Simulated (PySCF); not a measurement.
Below is a simulated gas-phase C 1s photoelectron spectrum of `[Se](CCCF)[SiH3]`.

Every computed line was given a Gaussian of 0.8 eV full width at half maximum and an area set by the number of equivalent atoms; the highest printed point is 100. The calculation used delta-SCF UKS SCAN, pcX-2 on the ionised atom, pcseg-1 elsewhere, spin-free X2C (PySCF 2.14.0).

| binding energy (eV) | intensity |
| --- | --- |
| 289.9 | 0 |
| 290.0 | 1 |
| 290.1 | 1 |
| 290.2 | 3 |
| 290.3 | 7 |
| 290.4 | 13 |
| 290.5 | 22 |
| 290.6 | 36 |
| 290.7 | 52 |
| 290.8 | 70 |
| 290.9 | 86 |
| 291.0 | 97 |
| 291.1 | 100 |
| 291.2 | 95 |
| 291.3 | 83 |
| 291.4 | 66 |
| 291.5 | 48 |
| 291.6 | 32 |
| 291.7 | 20 |
| 291.8 | 11 |
| 291.9 | 6 |
| 292.0 | 3 |
| 292.1 | 2 |
| 292.2 | 1 |
| 292.3 | 2 |
| 292.4 | 4 |
| 292.5 | 7 |
| 292.6 | 12 |
| 292.7 | 19 |
| 292.8 | 27 |
| 292.9 | 36 |
| 293.0 | 44 |
| 293.1 | 49 |
| 293.2 | 50 |
| 293.3 | 47 |
| 293.4 | 40 |
| 293.5 | 32 |
| 293.6 | 23 |
| 293.7 | 15 |
| 293.8 | 9 |
| 293.9 | 5 |
| 294.0 | 3 |
| 294.1 | 1 |
| 294.2 | 1 |
| 294.3 | 0 |

Question: How many maxima does the curve show, and how many computed lines lie under it?

Answer: The curve has 2 maxima (at 291.1 and 293.2 eV). Under it lie 3 lines from 3 inequivalent carbon sites. At this width some lines have no maximum of their own.

Question: Decompose the envelope and assign each component. Numbering: `[F:1][CH2:2][CH2:3][CH2:4][Se:5][SiH3:6]`.

Answer: 
```json
{"position (eV)": "291.07", "relative area": "1", "line": "C 1s", "atoms": "C3", "environment": "chain CH2 carbon"}
{"position (eV)": "291.11", "relative area": "1", "line": "C 1s", "atoms": "C4", "environment": "sp3 carbon bound to selenium"}
{"position (eV)": "293.18", "relative area": "1", "line": "C 1s", "atoms": "C2", "environment": "sp3 C–F carbon"}
```

Question: What are the centre and the root-mean-square width of the whole band?

Answer: The area-weighted mean of the lines is 291.78 eV. Their own spread about it is 0.98 eV (rms) and each Gaussian has σ = 0.8/2.355 = 0.34 eV; the variances add, which gives 1.04 eV.

The listed C 1s values span 2.11 eV, from C3 (bonded to 2 C and 2 H) to C2 (bonded to F, C and 2 H). The widest gap between neighbouring values is 2.07 eV, between 291.11 and 293.18 eV. Summing the Pauling electronegativity differences to the bonded atoms, each weighted by its formal bond order, gives -0.70 for the lowest site and +0.73 for the highest; no listed site has a larger sum than the highest. The values 291.07 and 291.11 eV lie too close for their order to be trusted.

No satellites, vibrations or lifetime broadening are included. One conformer (not necessarily the lowest) at the PBE0-D3(BJ)/def2-SVP geometry, without solvent, vibrations or thermal averaging.

Time: 3.8 min of wall time. Hardware: one thread of an x86-64 server (shared host).

Shape of the structure used: `[F:1][CH2:2][CH2:3][CH2:4][Se:5][SiH3:6]`: F1–C2–C3–C4 -60°, C2–C3–C4–Se5 -178°, C3–C4–Se5–Si6 -71°.
